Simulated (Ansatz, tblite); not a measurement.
Forces on the cluster B2N2⁻ at its PBE0-D4/def2-TZVPD geometry. Total charge -1; doublet.

The xTB rows come from tblite. Another isomer (doublet) lies 0.74 eV lower at PBE0-D4/def2-TZVPD; other spin states weren't run for this one.

GFN1-xTB (tblite), largest force 1.98 eV/Å:

```xyz
4
positions Å, forces eV/Å
B    -0.408    0.679    0.079   -0.964    1.617    0.188
B     0.408   -0.679   -0.079    0.965   -1.617   -0.189
N     1.071   -1.779   -0.208   -1.016    1.692    0.198
N    -1.071    1.779    0.208    1.015   -1.692   -0.197
```

GFN2-xTB (tblite), largest force 3.11 eV/Å:

```
B -1.598 2.648 0.310
B 1.599 -2.648 -0.310
N -1.577 2.613 0.306
N 1.575 -2.613 -0.305
```

PBE-D4/def2-TZVPD (Ansatz), largest force 0.69 eV/Å:

```
B 0.244 -0.412 -0.048
B -0.244 0.412 0.048
N 0.354 -0.590 -0.069
N -0.354 0.590 0.069
```
